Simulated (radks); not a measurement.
Problem. These are the eigenvalues of the occupied orbitals of an atom or ion with whole-number occupations (Ry). All-electron calculation, scalar-relativistic Kohn-Sham, MS2 meta-GGA, spin-polarised, spherical densities, finite nucleus; meta-GGA in the generalised Kohn-Sham scheme; Fermi nuclear charge, rms radius of each element as measured or else 0.836 A^(1/3) + 0.57 fm. Program: a radial shooting solver on a logarithmic mesh with Libxc functionals.

| orbital | eigenvalue |
|---|---|
| 1s up | -6481.212 |
| 1s down | -6481.210 |
| 2s up | -1162.981 |
| 2s down | -1162.974 |
| 2p up | -997.8974 |
| 2p down | -997.8908 |
| 3s up | -282.2655 |
| 3s down | -282.2639 |
| 3p up | -234.7909 |
| 3p down | -234.7877 |
| 3d up | -186.3651 |
| 3d down | -186.3582 |
| 4s up | -66.89473 |
| 4s down | -66.88346 |
| 4p up | -51.30082 |
| 4p down | -51.29091 |
| 4d up | -33.21729 |
| 4d down | -33.20591 |
| 5s up | -14.16054 |
| 5s down | -14.09826 |
| 4f up | -13.31665 |
| 4f down | -13.30258 |
| 5p up | -9.85759 |
| 5p down | -9.78658 |
| 5d up | -4.94824 |
| 5d down | -4.86380 |
| 6p up | -2.80218 |

Which element is it, and in what charge state? The configuration may be excited. Open shells, if any, are filled with parallel spins first.

Solution. Z = 82, lead, charge +4: Pb4+ in [Xe] 4f14 5d9 6p1. The list shows which subshells hold electrons but not how many an open one holds; the 1s level, -3240.6 hartree, gives Z - s = 80.5 by -(Z - s)^2/2, which with screening and relativity narrows Z to a few neighbours, and the depths of the outer levels then fix element, charge and occupations together.
